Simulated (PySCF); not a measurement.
PySCF input for C₄H₁₀OSi, SMILES C[SiH2]C1COC1, B3LYP/pcSseg-1. Geometry optimised at PBE0-D3(BJ)/def2-SVP. The structure was generated by enumeration, and PubChem lists no compound with its InChIKey, so it may never have been made. One conformer was computed; it need not be the lowest.

```python
import numpy as np
from pyscf import gto, scf, dft
from pyscf.prop.nmr import rks as nmr

mol = gto.M(
    atom='''
    C     2.64486635    0.07280427   -0.25952704
    Si    1.11077078   -0.42970447    0.70168928
    C    -0.41637531   -0.40964639   -0.40361059
    C    -1.79830473   -0.51464719    0.27133090
    O    -2.19087408    0.76632788   -0.20744286
    C    -0.94396786    0.96584579   -0.86013075
    H     2.83993922   -0.62940701   -1.08483243
    H     2.52396795    1.07975390   -0.68873946
    H     3.53241374    0.08742270    0.39127786
    H     1.28466684   -1.80041128    1.28103564
    H     0.87109707    0.52531421    1.83106615
    H    -0.28925649   -1.11916327   -1.23610653
    H    -2.44732670   -1.32567891   -0.10548307
    H    -1.79820658   -0.56110307    1.37693495
    H    -1.05150055    1.09256485   -1.95279439
    H    -0.40690343    1.84980864   -0.46484112
    ''',
    basis='pcSseg-1',
    charge=0,
    spin=0,
    max_memory=1600,
    verbose=3,
)
mf = dft.RKS(mol, xc='b3lyp')
mf.grids.level = 3
mf.conv_tol = 1e-10
mf.max_cycle = 100
mf.kernel()
n = nmr.NMR(mf)
n.verbose = 2
n.max_cycle_cphf = 60
sigma = n.kernel()
print('atom   isotropic/ppm   span/ppm')
for i, s in enumerate(sigma):
    w = np.linalg.eigvalsh((s + s.T) / 2)
    print(f'{mol.atom_symbol(i):2s}{i + 1:3d} {w.mean():14.3f} {w[2] - w[0]:11.3f}')
```

It prints:

```
converged SCF energy = -523.11209097812
atom   isotropic/ppm   span/ppm
C   1        187.849      11.376
Si  2        370.484      82.959
C   3        158.859      44.241
C   4        102.408      80.880
O   5        310.460     108.870
C   6        102.118      79.991
H   7         31.419      11.335
H   8         31.241      10.151
H   9         31.197      12.006
H  10         27.380       7.614
H  11         27.154       7.453
H  12         29.001       6.664
H  13         26.489       6.452
H  14         26.789       6.494
H  15         26.468       6.189
H  16         26.762       6.509
```

The run converged.

Cost: roughly 60 core-seconds.
